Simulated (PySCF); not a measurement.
Several orderings of computed values.

Each SMILES stands for a single optimised conformer of the isolated species, non-relativistic unless stated; the electronic structure was computed with PySCF and density fitting.

The conformers computed, where there is a choice (atom-mapped SMILES and torsion angles):
- `[CH:1]#[C:2]/[CH:3]=[C:4](/[C:5]#[N:6])[CH:7]=[CH2:8]`: C3–C4–C7–C8 180°
- `[NH2:1][C@:2]12[CH2:3][C@:4]([SH:5])([CH2:6]1)[CH2:7]2`: H–N1–C2–C3 62°, H–N1–C2–C3 -60°, H–S5–C4–C3 180°

The conformers of `CC1=CCC[P@@H]1=S` aren't listed.

(1) Rank by HOMO–LUMO gap, lowest first (B3LYP/def2-SVPD at GFN2-xTB geometries).
A. `N[C@]12C[C@](S)(C1)C2` (C5H9NS)
B. `C#Cc1cccnc1` (C7H5N)
C. `CC#CP(C)(C)=S` (C5H9PS)
D. `C(#CC#CCC)C#N` (C7H5N)
E. `C#N` (HCN)
F. `C#C/C=C(/C#N)C=C` (C7H5N)

(2) By how much do the two ends of that ranking differ?

(3) Rank by static isotropic polarisability, highest first (B3LYP/def2-SVPD at GFN2-xTB geometries).
A. `C#Cc1cccnc1` (C7H5N)
B. `C1(=CCC[P@@H]1=S)C` (C5H9PS)
C. `C#N` (HCN)
D. `CCC#CC#CC#N` (C7H5N)
E. `CC#CP(C)(C)=S` (C5H9PS)
F. `C#C/C=C(/C#N)C=C` (C7H5N)

(4) Rank by lowest singlet excitation, lowest first (TDDFT B3LYP/def2-SVPD at GFN2-xTB geometries).
A. `CC#CP(C)(C)=S` (C5H9PS)
B. `N#C` (HCN)
C. `N[C@]12C[C@](S)(C1)C2` (C5H9NS)
D. `C#CC1=CC=CN=C1` (C7H5N)
E. `CCC#CC#CC#N` (C7H5N)
F. `[P@@H]1(=S)C(C)=CCC1` (C5H9PS)

(5) Give the two extremes of that set as wavelengths.

(6) Rank by lowest triplet excitation (Tamm–Dancoff), highest first (TDA B3LYP/def2-SVPD at GFN2-xTB geometries).
A. `C#N` (HCN)
B. `c1c(C#C)cncc1` (C7H5N)
C. `N[C@]12C[C@](S)(C1)C2` (C5H9NS)
D. `C#C/C=C(/C#N)C=C` (C7H5N)
E. `CC1=CCC[P@@H]1=S` (C5H9PS)
F. `C(#CC#N)C#CCC` (C7H5N)
G. `CC#CP(C)(C)=S` (C5H9PS)

(7) By how much do the two ends of that ranking differ?

(8) Rank by HOMO energy, lowest first (B3LYP/def2-SVPD at GFN2-xTB geometries).
A. `CC1=CCC[P@@H]1=S` (C5H9PS)
B. `N[C@]12C[C@](S)(C1)C2` (C5H9NS)
C. `C(C)C#CC#CC#N` (C7H5N)
D. `CC#CP(C)(C)=S` (C5H9PS)
E. `C#Cc1cccnc1` (C7H5N)
F. `C#N` (HCN)

(9) Rank by electronic spatial extent ⟨r²⟩ about the centre of nuclear charge, highest first (B3LYP/def2-SVPD at GFN2-xTB geometries).
A. `CCC#CC#CC#N` (C7H5N)
B. `CP(=S)(C)C#CC` (C5H9PS)
C. `c1ccc(cn1)C#C` (C7H5N)
D. `N[C@]12C[C@](S)(C1)C2` (C5H9NS)
E. `C#C/C=C(/C#N)C=C` (C7H5N)
F. `C#N` (HCN)

Answers

(1) F (4.30 eV), D (5.28 eV), B (5.45 eV), C (5.73 eV), A (6.57 eV), E (10.25 eV).

(2) By 5.95 eV, between `C#N` (hydrogen cyanide) and `C#C/C=C(/C#N)C=C`.

(3) E (111.2 au), D (107.8 au), B (104.4 au), F (97.5 au), A (87.9 au), C (16.1 au).

(4) E (3.90 eV), D (4.47 eV), F (4.58 eV), A (4.78 eV), C (5.37 eV), B (8.04 eV).

(5) `CCC#CC#CC#N`: 318 nm; `C#N` (hydrogen cyanide): 154 nm.

(6) A (6.53 eV), C (5.00 eV), G (4.37 eV), E (4.22 eV), B (3.60 eV), F (3.18 eV), D (2.43 eV).

(7) By 4.10 eV, between `C#N` (hydrogen cyanide) and `C#C/C=C(/C#N)C=C`.

(8) F (-10.27 eV), C (-7.53 eV), E (-7.05 eV), B (-6.53 eV), A (-6.27 eV), D (-6.11 eV).

(9) A (1892 bohr²), B (1408 bohr²), E (1074 bohr²), D (958 bohr²), C (906 bohr²), F (49 bohr²).
